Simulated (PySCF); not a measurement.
1,1-difluoro-2-methylprop-1-ene (C₄H₆F₂), SMILES CC(C)=C(F)F.

Geometry: PBE-D3(BJ)/def2-SVP.

All values below come from PBE-D3(BJ)/def2-SVP (PySCF).

Harmonic, unscaled wavenumbers; measured fundamentals usually lie a few per cent lower.

**Question.** List the normal modes with their intensities. (An estimate is asked for; the answer gives what the named calculation found.)

**Answer.** 
```csv
mode,ν (cm⁻¹),IR (km/mol),moving atoms (share of kinetic energy)
1,151,0.0,H 99 %
2,162,0.4,H 94 %
3,176,0.0,"F 56 %, C 28 %, H 16 %"
4,236,1.2,"F 43 %, C 40 %, H 17 %"
5,318,2.4,"C 62 %, H 31 %"
6,330,2.9,"C 47 %, H 35 %, F 18 %"
7,513,3.4,"F 62 %, C 29 %, H 9 %"
8,526,1.8,"F 47 %, C 42 %, H 11 %"
9,584,3.4,C 87 %
10,731,10.5,"F 49 %, C 40 %, H 11 %"
11,938,2.0,"H 75 %, C 25 %"
12,953,0.0,"H 79 %, C 21 %"
13,956,5.9,"H 50 %, C 38 %, F 12 %"
14,1045,0.8,"H 61 %, C 39 %"
15,1158,143.5,"C 57 %, H 28 %, F 15 %"
16,1231,69.3,"C 73 %, H 15 %, F 12 %"
17,1279,121.0,"C 61 %, H 28 %, F 12 %"
18,1352,2.0,"H 77 %, C 23 %"
19,1354,7.4,"H 49 %, C 49 %"
20,1398,0.0,H 97 %
21,1405,3.7,H 96 %
22,1414,18.4,H 97 %
23,1417,0.9,H 93 %
24,1776,176.9,C 95 %
25,2953,18.6,H 97 %
26,2957,39.3,H 97 %
27,3018,30.9,"H 91 %, C 9 %"
28,3019,0.0,"H 91 %, C 9 %"
29,3089,6.6,"H 91 %, C 9 %"
30,3089,6.8,"H 91 %, C 9 %"
```
